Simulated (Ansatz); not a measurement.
`F[SiH2][AlH][GeH3]` → `F[SiH2][AlH2]` + `[GeH2]`  (germylene loss)

Calculated with Ansatz (gas phase, PBE0-D4/def2-TZVP geometries, no zero-point term in ΔE). CCSD(T)/CBS is the MP2 limit (def2-TZVPP, def2-QZVPP) plus CCSD(T) − MP2 in def2-TZVPP, frozen cores. Functionals use def2-TZVPP. B3LYP here is the variant with VWN-RPA as its local correlation; programs differ in this. For Ge outer-core shells are correlated without core-valence functions, which leaves a few kJ/mol of doubt a bond. Scalar relativity is left out up to krypton. Each species was taken in one conformer, which may not be the lowest.

CCSD(T)/CBS gives +48.7 kcal/mol.

(1) Another level gave +42.4 kcal/mol. Which?
A. PBE0-D4/def2-TZVPP
B. CCSD/def2-TZVPP
C. B3LYP/def2-TZVPP
D. B3LYP-D4/def2-TZVPP

Largest T1 diagnostic among the species: 0.012.

Results:

(1) C. B3LYP 42.4, CCSD/def2-TZVPP 47.9, PBE0-D4 51.7, B3LYP-D4 44.7 kcal/mol.

The D4 term adds +2.3 kcal/mol with B3LYP and +1.3 kcal/mol with PBE0; it sums over pairs of atoms, weighted by their polarisabilities, and B3LYP, whose exchange is more repulsive, gets the larger term. From PBE to PBE0 (25 % exact exchange), in def2-TZVPP and without D4, ΔE moves by +1.7 kcal/mol. In def2-TZVPP, CCSD(T) changes the Hartree–Fock value by +9.6 kcal/mol (the triples alone add +1.4 kcal/mol) and MP2 by +12.3 kcal/mol.
